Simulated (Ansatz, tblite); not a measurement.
Cost and result up the ladder for Si4Ge3 (the lowest singlet isomer of a short search) (7 atoms). Charge 0, multiplicity 1. Geometry: PBE-D4/def2-SVP.

Cartesian coordinates in Å:
```
Si -0.905 -1.024 -0.896
Si 0.015 1.306 -0.373
Si -0.548 -0.343 1.501
Si 1.431 -0.790 0.014
Ge 0.946 -0.375 -2.336
Ge -2.502 0.406 0.256
Ge 1.564 0.820 1.834
```

Ansatz on 4 threads of Arm Neoverse V2 on a shared host; xTB runs through tblite on one thread. Times are rough, summed over both states, and most runs start from the orbitals of an earlier one. PBE0-D4/def2-TZVP serves as the yardstick here, not as an exact answer. The other state is a doublet.

The xTB rows come from tblite. The structure comes from a short search, and lower isomers may exist.

Raw xTB energies of ions are shifted by several eV.

```
                          level  functions  vertical IE (eV)  difference from PBE0-D4/def2-TZVP (eV)
               PBE-D4/def2-TZVP        292              7.36                                   -0.10
PBE0-D4/def2-TZVP (with forces)        292              7.47                                    0.00
                       GFN1-xTB         63             11.05                                    3.58
                       GFN2-xTB         63              8.92                                    1.45
```

Estimate how long each takes.

GFN1-xTB 0.022 s; GFN2-xTB 0.03 s; PBE-D4/def2-TZVP 21 s; PBE0-D4/def2-TZVP (with forces) 72 s. On shared hardware such times vary by a factor of up to 3.
